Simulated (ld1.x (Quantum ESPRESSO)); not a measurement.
u(r) = r·R(r): atom against pseudo-atom (vanadium (V))

Columns: radius, all-electron u(r) and pseudo u(r) of the 4p shell (level -1.63 eV) of vanadium in the configuration [Ne] 3s2 3p6 3d3 4s1.75 4p0.25; PBE, scalar-relativistic, PAW scheme, ld1.x (Quantum ESPRESSO) 7.5.

```json
{"r (bohr)": "0.140", "all-electron": "0.1045", "pseudo": "-0.0307"}
{"r (bohr)": "0.280", "all-electron": "0.0502", "pseudo": "-0.1097"}
{"r (bohr)": "0.420", "all-electron": "-0.0665", "pseudo": "-0.2037"}
{"r (bohr)": "0.560", "all-electron": "-0.1510", "pseudo": "-0.2749"}
{"r (bohr)": "0.700", "all-electron": "-0.1840", "pseudo": "-0.2971"}
{"r (bohr)": "0.840", "all-electron": "-0.1737", "pseudo": "-0.2655"}
{"r (bohr)": "0.980", "all-electron": "-0.1347", "pseudo": "-0.1949"}
{"r (bohr)": "1.120", "all-electron": "-0.0797", "pseudo": "-0.1088"}
{"r (bohr)": "1.260", "all-electron": "-0.0177", "pseudo": "-0.0264"}
{"r (bohr)": "1.400", "all-electron": "0.0457", "pseudo": "0.0447"}
{"r (bohr)": "1.540", "all-electron": "0.1069", "pseudo": "0.1069"}
{"r (bohr)": "1.680", "all-electron": "0.1641", "pseudo": "0.1641"}
{"r (bohr)": "1.820", "all-electron": "0.2165", "pseudo": "0.2165"}
{"r (bohr)": "1.960", "all-electron": "0.2636", "pseudo": "0.2636"}
{"r (bohr)": "2.100", "all-electron": "0.3054", "pseudo": "0.3054"}
{"r (bohr)": "2.240", "all-electron": "0.3422", "pseudo": "0.3422"}
{"r (bohr)": "2.380", "all-electron": "0.3741", "pseudo": "0.3741"}
{"r (bohr)": "2.520", "all-electron": "0.4015", "pseudo": "0.4015"}
{"r (bohr)": "2.660", "all-electron": "0.4246", "pseudo": "0.4246"}
{"r (bohr)": "2.800", "all-electron": "0.4436", "pseudo": "0.4436"}
{"r (bohr)": "2.940", "all-electron": "0.4589", "pseudo": "0.4589"}
{"r (bohr)": "3.080", "all-electron": "0.4707", "pseudo": "0.4707"}
{"r (bohr)": "3.220", "all-electron": "0.4793", "pseudo": "0.4793"}
{"r (bohr)": "3.360", "all-electron": "0.4851", "pseudo": "0.4851"}
{"r (bohr)": "3.500", "all-electron": "0.4882", "pseudo": "0.4882"}
{"r (bohr)": "3.640", "all-electron": "0.4890", "pseudo": "0.4890"}
```

Problem. How many radial nodes do the two functions have?

Solution. The all-electron 4p function has n − l − 1 = 2; the pseudo-wave has 1, since 1 lower shell of the same l stays in the valence.

Problem. At about which radius was the pseudo-wave matched?

Solution. 1.60 bohr, where the columns begin to agree (steps of 0.14 bohr).

Problem. Is the pseudo-wave norm-conserving?

Solution. No, it belongs to a PAW set: the norm inside the radius is not constrained, and the difference is carried by the augmentation charge.
